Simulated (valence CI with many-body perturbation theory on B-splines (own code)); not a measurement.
**Which ion has this spectrum?**

A relativistic CI+MBPT calculation for an atom or ion with 21 electrons gives these levels (cm⁻¹):

```csv
J,Parity,E,g
3/2,even,0.0,0.50
5/2,even,36321,1.04
7/2,even,62856,1.18
9/2,even,78532,1.20
3/2,even,79581,1.37
1/2,even,92641,2.09
7/2,even,124558,0.95
9/2,even,130483,1.08
5/2,even,135258,1.54
3/2,even,152490,1.17
1/2,even,162132,1.24
11/2,even,173297,1.09
5/2,even,186240,1.21
9/2,even,202050,1.07
```

The energies are calculated, and their last digits are not significant.

Q: Which is it?
A. In28+
B. Ag26+
C. Ru23+
D. Pd25+

A: B. Ag26+, ground level 3d3 4F_3/2.
